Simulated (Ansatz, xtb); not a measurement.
# Isomers of C7H8S in order of energy

4 gas-phase structures of C7H8S, from a drawn sample of its isomers (lower ones may exist). Each was relaxed with GFN2-xTB; where two conformers were screened, the lower at r2SCAN-D4/def2-SVP is listed:

A. `C=CC1=C(S)CC=C1`, a singlet
B. `C=CC1=CCC(S)=C1`, a singlet
C. `C=C[C@@H]1C=CC=C1S`, a singlet
D. `C=CC1=CC=C(S)C1`, a singlet

Q: Estimate their order in r2SCAN-D4/def2-SVP energy at these geometries, lowest first.

A: Calculated order at r2SCAN-D4/def2-SVP: D (0.0), A (2.4), B (2.8), C (10.5) kcal/mol. Less than 1 kcal/mol parts A and B, so the order within that pair means little.

Energies above the lowest of each column, in kcal/mol; the last columns are at PBE-D3(BJ)/def2-SVP geometries:

```json
{"structure": "D", "GFN2-xTB": "0.0", "HF/STO-3G": "0.0", "r2SCAN-D4/def2-SVP": "0.0", "PBE-D3(BJ)/def2-SVP": "0.0", "CCSD(T)/def2-SVP + ΔMP2/def2-TZVPP": "0.0"}
{"structure": "A", "GFN2-xTB": "2.6", "HF/STO-3G": "1.3", "r2SCAN-D4/def2-SVP": "2.4", "PBE-D3(BJ)/def2-SVP": "2.4", "CCSD(T)/def2-SVP + ΔMP2/def2-TZVPP": "0.7"}
{"structure": "B", "GFN2-xTB": "2.7", "HF/STO-3G": "0.8", "r2SCAN-D4/def2-SVP": "2.8", "PBE-D3(BJ)/def2-SVP": "2.8", "CCSD(T)/def2-SVP + ΔMP2/def2-TZVPP": "1.0"}
{"structure": "C", "GFN2-xTB": "8.6", "HF/STO-3G": "7.2", "r2SCAN-D4/def2-SVP": "10.5", "PBE-D3(BJ)/def2-SVP": "10.3", "CCSD(T)/def2-SVP + ΔMP2/def2-TZVPP": "6.2"}
```

Every level run on D puts it lowest or level with the lowest. Flexible structures stand in one conformer each, not always the lowest. ΔMP2 is the change of the MP2 energy from the smaller to the larger basis.

Over these structures GFN2-xTB departs from r2SCAN-D4/def2-SVP by 0.7 kcal/mol on average once a common shift is removed. A GFN2-xTB relaxation took about 0.36 s and the r2SCAN-D4/def2-SVP energy about 8.4 s on a shared host (Ansatz 0.2.0, xtb 6.7.1).
